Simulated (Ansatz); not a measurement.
B2F4, 6 atoms. Hardware: 4 threads of Arm Neoverse V1 on a shared host.

Correlated methods freeze 6 core orbitals.

Q: How many basis functions does each of these Ansatz runs have, and roughly what does it cost? B3LYP-D4/6-31G, charge 0 singlet, energy; MP2/def2-TZVP, charge 0 singlet, energy, from earlier orbitals; r2SCAN-D4/def2-TZVP, charge 0 triplet at the geometry of the charge 0 singlet, energy, from earlier orbitals; r2SCAN-D4/def2-TZVPD, charge -1 doublet at the geometry of the charge 0 singlet, energy, from earlier orbitals; PBE0-D4/def2-SVP, charge 0 singlet, energy with a search over starts; BLYP-D4/def2-TZVP, charge 0 singlet, energy, from earlier orbitals; r2SCAN-D4/def2-TZVP, charge 0 singlet, energy, from earlier orbitals; PBE0-D4/def2-TZVPD, charge 0 singlet, energy, from earlier orbitals; PBE0-D4/def2-SVP, charge -1 doublet at the geometry of the charge 0 singlet, energy with a search over starts; revPBE-D4/def2-TZVP, charge 0 singlet, energy, from earlier orbitals; PBE-D4/def2-TZVP, charge 0 triplet at the geometry of the charge 0 singlet, energy, from earlier orbitals; HF/STO-3G, charge 0 singlet, energy.

A: Other jobs shared the machine, so times can vary by a factor of up to 3. A dash marks memory too small to be measured apart from the calling script's.

```csv
run,functions,fitting or Cholesky vectors,wall time,peak host memory (GiB)
"HF/STO-3G, charge 0 singlet, energy",30,426,0.1 s,–
"B3LYP-D4/6-31G, charge 0 singlet, energy",54,552,0.45 s,–
"PBE0-D4/def2-SVP, charge 0 singlet, energy with a search over starts",84,900,0.65 s,–
"revPBE-D4/def2-TZVP, charge 0 singlet, energy, from earlier orbitals",186,962,1 s,–
"PBE0-D4/def2-SVP, charge -1 doublet at the geometry of the charge 0 singlet, energy with a search over starts",84,792,1.1 s,–
"BLYP-D4/def2-TZVP, charge 0 singlet, energy, from earlier orbitals",186,962,1.1 s,–
"MP2/def2-TZVP, charge 0 singlet, energy, from earlier orbitals",186,1234,1.3 s,–
"PBE-D4/def2-TZVP, charge 0 triplet at the geometry of the charge 0 singlet, energy, from earlier orbitals",186,962,1.9 s,–
"PBE0-D4/def2-TZVPD, charge 0 singlet, energy, from earlier orbitals",234,1118,2.2 s,–
"r2SCAN-D4/def2-TZVP, charge 0 singlet, energy, from earlier orbitals",186,962,2.2 s,–
"r2SCAN-D4/def2-TZVP, charge 0 triplet at the geometry of the charge 0 singlet, energy, from earlier orbitals",186,962,4.1 s,–
"r2SCAN-D4/def2-TZVPD, charge -1 doublet at the geometry of the charge 0 singlet, energy, from earlier orbitals",234,1118,7 s,–
```
